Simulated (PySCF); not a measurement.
## Electron affinity of Rh by level of theory

Rh- [Kr] 4d8 5s2 (3F) → Rh [Kr] 4d8 5s1 (4F), as a difference of total energies. Calculation: PySCF 2.14, in aug-cc-pwCVDZ-PP with ECP28MDF (6s6p5d3f, 70 functions); scalar relativity through the core potential. Correlated levels: valence: 4s2 4p6 frozen. The calculations carry no spin-orbit coupling.

| method | electron affinity (eV) |
| --- | --- |
| UHF | -0.076 |
| MP2 (valence) | 0.747 |
| SCS-MP2 (valence) | 0.824 |
| CCSD (valence) | 0.895 |
| CCSD(T) (valence) | 1.009 |

The reference lies between the lowest fine-structure levels, while these numbers refer to the centres of the terms.

Errors of the correlated levels include the incompleteness of this basis and the frozen core.

A negative affinity means that the anion lies above the atom at that level of theory.

The coupled-cluster amplitudes are large for Rh- (T1 above 0.03 or a double amplitude above 0.15), so a single reference is strained.

For comparison: 1.143 eV (measured; photodetachment measurements, as compiled on the Wikipedia data page of electron affinities).
